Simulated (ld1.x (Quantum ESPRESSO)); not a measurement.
# Varying the PAW potential for Co (Z = 27)

Base potential:

Co (Z = 27), PAW, made with ld1.x (Quantum ESPRESSO) 7.5 (PBEsol, scalar-relativistic). Core [Ar], reference 3d8 4s1 4p0. Waves: 4s (bound): rcut 1.55, rcutus 2.05 bohr; 4s channel at 1.9 Ry: rcut 1.55, rcutus 2.05 bohr; 4p (bound, empty): rcut 3.90, rcutus 4.15 bohr; 4p channel at 2.35 Ry: rcut 3.90, rcutus 4.15 bohr; 3d (bound): rcut 0.75, rcutus 0.90 bohr; 3d channel at 3.4 Ry: rcut 0.75, rcutus 0.90 bohr. Local part: all-electron potential smoothed inside 3.85 bohr (lloc = -2). Core correction: a·sin(br)/r model core, default radius (ld1.x builds one for every PAW set, though the input has nlcc=.false.). Augmentation charge: BESSEL, radius 0.80 bohr.

Cutoffs, loose and tight: the cutoffs (Ry, on a coarse ladder) from which the occupation-weighted sum of valence levels, in a spherical-Bessel basis at the reference potential, stays within 10 and 1 mRy of its value at 400 Ry. They do not see the model core or the augmentation charge, which bear on the density cutoff. Test errors are all-electron minus pseudo excitation energies from the reference, over the configurations 3d7 4s2 4p0; 3d7 4s1 4p0; 3d7 4s0 4p0; 3d7 4s1.5 4p0; 3d7 4s0 4p2; 3d6 4s0 4p0; 3d8 4s0 4p0. A dash means not determined; rows that change the core or the reference have their own tests. The largest error is taken over the tests solved by every variant that gives reliable tests at all: 3d6 4s0 4p0; 3d7 4s0 4p0; 3d7 4s1 4p0; 3d7 4s1.5 4p0; 3d7 4s2 4p0; 3d8 4s0 4p0.

A true bound ghost makes a file unfit for plane-wave use even where its test errors are small: the radial tests pick states by their node count and pass the ghost by. Where a test does run into it, the solver fails or the error is huge.

Cutoffs are not given where the Bessel-basis levels miss the radial ones by over 6 mRy, ghosts where they miss by over 20 mRy; a channel whose overlap is not positive is not tested.

The default core radius of the base comes out at 0.43 bohr.

A file whose overlap is not positive is unfit for use, and its test errors describe a broken file.

| change | outcome | cutoff, loose | cutoff, tight | bound ghosts | largest test error (meV) |
| --- | --- | --- | --- | --- | --- |
| base | generated | 140 Ry | 230 Ry | none | -670 |
| wave 4p channel at 2.35 Ry: rcut 3.90, rcutus 4.15 bohr becomes 4p channel at 7.42 Ry: rcut 3.90, rcutus 4.15 bohr | generated, overlap not positive | – | – | not determined (overlap not positive) | -670 |
| waves 3d (bound): rcut 0.50, rcutus 0.54 bohr; 3d channel at 3.4 Ry: rcut 0.50, rcutus 0.54 bohr | generated | over 300 Ry | over 300 Ry | none | test run stopped at test 1 of 7 (negative rho) |
| augmentation GAUSS, radius 0.75 bohr | generated | 140 Ry | 230 Ry | none | -670 |
| core [Ne] 3s2, valence charge 15; reference 3p6 3d7 4s2 4p0; waves now 4s (bound): rcut 1.55, rcutus 1.90 bohr; 4s channel at 1.9 Ry: rcut 1.55, rcutus 1.90 bohr; 3p (bound): rcut 1.15, rcutus 1.40 bohr; 4p (bound): rcut 1.15, rcutus 1.40 bohr; 3d (bound): rcut 1.05, rcutus 1.45 bohr; 3d channel at 3.4 Ry: rcut 1.05, rcutus 1.45 bohr; local potential all-electron potential smoothed inside 1.85 bohr (lloc = -2); core correction a·sin(br)/r model core inside 0.85 bohr; augmentation BESSEL, radius 0.95 bohr | generated | 55 Ry | 100 Ry | none | -3.6 over the solved tests; test run stopped at test 5 of 7 (negative rho), 2 before it not solved |
| waves 4s (bound): rcut 1.55, rcutus 1.90 bohr; 4s channel at 1.9 Ry: rcut 1.55, rcutus 1.90 bohr | failed: run_pseudo: Errors in PS-KS equation | – | – | – | – |
| all radii but the core radius scaled by about 0.86 (s 1.76, p 3.56, d 0.78 bohr, rcut 1.34/3.34/0.64); local potential all-electron potential smoothed inside 3.30 bohr (lloc = -2); augmentation BESSEL, radius 0.68 bohr | failed: run_pseudo: Errors in PS-KS equation | – | – | – | – |
| functional PBE | generated | 140 Ry | 230 Ry | none | -658 |
| waves 4p (bound): rcut 3.90, rcutus 4.88 bohr; 4p channel at 2.35 Ry: rcut 3.90, rcutus 4.88 bohr | generated | 140 Ry | 230 Ry | none | -670 |
| core correction a·sin(br)/r model core inside 0.74 bohr | generated | 140 Ry | 230 Ry | none | -677 |

(1) What comes out with this change to the base: reference 3d7 4s1.5 4p0?

(2) What comes out with this change to the base: local potential all-electron potential smoothed inside 0.90 bohr (lloc = -1)?

## Answers

(1) outcome: generated; cutoff, loose: 140 Ry; cutoff, tight: 230 Ry; bound ghosts: none; largest test error (meV): -166.

(2) outcome: generated; cutoff, loose: 140 Ry; cutoff, tight: 230 Ry; bound ghosts: s; largest test error (meV): -357.
